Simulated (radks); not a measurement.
Values are calculated unless marked as measured or tabulated.
Ionisation of the silicon ion Si+, [Ne] 3s2 3p1, to Si2+, [Ne] 3s2, under several functionals. Scalar-relativistic Kohn-Sham, spin-unpolarised, spherical densities, point nucleus; a radial shooting solver on a logarithmic mesh with Libxc functionals.

| functional | E(Si+) (hartree) | Exc (hartree) | IE (eV) | -e(HOMO) (eV) | <r> HOMO (bohr) | IE error (eV) |
|---|---|---|---|---|---|---|
| B86b exchange with PBE correlation | -289.68285 | -20.55202 | 16.020 | 11.678 | 2.454 | -0.326 |
| Wu-Cohen GGA | -289.32245 | -20.18169 | 15.990 | 11.642 | 2.448 | -0.356 |
| exchange-only LDA | -287.52384 | -18.32554 | 14.946 | 10.624 | 2.496 | -1.400 |
| RPBE | -289.67738 | -20.54641 | 15.969 | 11.645 | 2.467 | -0.376 |
| BP86 | -289.72552 | -20.59563 | 16.102 | 11.757 | 2.448 | -0.243 |
| AM05 | -288.65212 | -19.48520 | 15.941 | 11.606 | 2.452 | -0.405 |

NIST Atomic Spectra Database: 16.346 eV (measured). Closest: BP86. The Delta-SCF values span 1.16 eV, the total energies 2.20 hartree. The highest occupied level is 3p. Spin polarisation and multiplet splitting are left out, so open shells lie too high by an amount that depends on their filling.

Beside tabulated values, note that spin-unpolarised runs miss the spin-polarisation part of the exchange energy of open shells.
